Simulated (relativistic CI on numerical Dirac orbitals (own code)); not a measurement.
Method of calculation: Dirac-Coulomb-Breit CI, separate exchange-only KLI orbitals for each configuration, QED by a radiative potential, unscaled Slater integrals (own radial code, finite nucleus).

The strongest absorption lines from the ground level of an ion, among the configurations computed and to levels below about 57.2 eV (vacuum wavelength in nm, gf): 22.594 (0.056), 24.328 (0.043), 24.779 (0.18), 27.144 (0.16), 27.351 (0.51), 27.736 (0.13), 28.000 (0.73), 28.330 (0.16).

Problem. Which ion is it?
A. Pd9+
B. Pd7+
C. Cd9+
D. Pd5+

Solution. B. Pd7+ has 39 electrons and the ground level 4s2 4p6 4d3 4F_3/2; the strongest line goes to 4s2 4p6 4d2 5p 4F°_3/2. The pattern of lines fixes the number of electrons, and along that sequence the line energies rise steadily with the charge (about as its square where n changes within one kind of shell, about linearly where n is kept but much faster in heavy ions where fine structure, which grows about as Z⁴, sets the gap, and irregularly where shells cross), which fixes Z. Configurations outside the model, such as inner-shell arrays, can give stronger lines. At this charge configurations can still be misplaced by up to about 7 % of their energy. Terms inside the open d or f shell come out 10 to 20 % too wide with unscaled integrals.

LS names give the leading component of a level, which can be under half, so a name can repeat, a term be missing and a line seem to break the LS rules.
